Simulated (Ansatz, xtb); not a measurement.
**A geometry optimisation of BClH6OSi2 with r2SCAN-D4/def2-SVP**

The starting geometry of this gas-phase singlet has its atoms placed at random.

```xyz
11

B     0.3113    0.0335   -0.6047
Cl   -1.0918    0.1924    0.9458
O     0.7941   -1.1692   -1.2543
Si   -1.5208   -2.0718   -0.2303
Si    1.6050   -1.0222    1.7376
H    -1.7610   -0.2272   -0.8919
H     1.6669   -1.5208    0.1517
H     0.5245   -1.8754   -0.6348
H    -1.2527    1.2868    0.3332
H     0.4472    0.1943    1.7100
H     0.6429   -0.3025    0.5982
```

One run relaxed it with r2SCAN-D4/def2-SVP. What is a likely outcome?

It ends as a structure with H7 bridging Si5 and B1, H11 bridging Si5 and B1, given below by its coordinates. Distances that change by over a tenth: B1–Si5 (2.88 → 2.23 Å), Cl2–H10 (1.72 → 3.05 Å). Contacts that open: B1–Cl2 (2.10 → 3.41 Å), Cl2–H9 (1.26 → 2.91 Å). Contacts that close: B1–Si4 (2.82 → 2.03 Å), B1–H7 (2.20 → 1.38 Å), Cl2–Si4 (2.59 → 2.09 Å), Si4–H6 (1.97 → 1.49 Å), Si4–H9 (3.42 → 1.49 Å).

The energy falls by 16.09 eV over 60 steps:

```
step  E − E(last) (eV)
   1            16.089
   8             6.023
  14             3.742
  21             2.089
  27             1.640
  34             1.623
  40             1.468
  47             0.008
  53             0.001
  60             0.000
```

Final geometry (Å):

```yaml
atoms:
  - { symbol: B, position_ang: [0.4668, -0.8410, -0.1975] }
  - { symbol: Cl, position_ang: [-2.0146, 0.5481, 1.6762] }
  - { symbol: O, position_ang: [0.9311, -1.2614, -1.4226] }
  - { symbol: Si, position_ang: [-1.4037, -0.0459, -0.2308] }
  - { symbol: Si, position_ang: [1.8052, -1.0940, 1.5741] }
  - { symbol: H, position_ang: [-2.4020, -1.0391, -0.7285] }
  - { symbol: H, position_ang: [0.5466, -1.8071, 0.7855] }
  - { symbol: H, position_ang: [1.8218, -1.6411, -1.4149] }
  - { symbol: H, position_ang: [-1.4612, 1.1589, -1.1118] }
  - { symbol: H, position_ang: [0.7467, -0.4770, 2.4758] }
  - { symbol: H, position_ang: [1.3290, 0.0174, 0.4551] }
```

From the same start GFN2-xTB ends elsewhere, in pieces: BH5OSi2 + ClH.

From so rough a start the end depends on the optimiser's path, so another program may land elsewhere. The end wasn't checked by frequencies. Run with Ansatz 0.2.0, 3.2 min on 2 threads of Intel(R) Xeon(R) Platinum 8488C (Sapphire Rapids) (shared host).
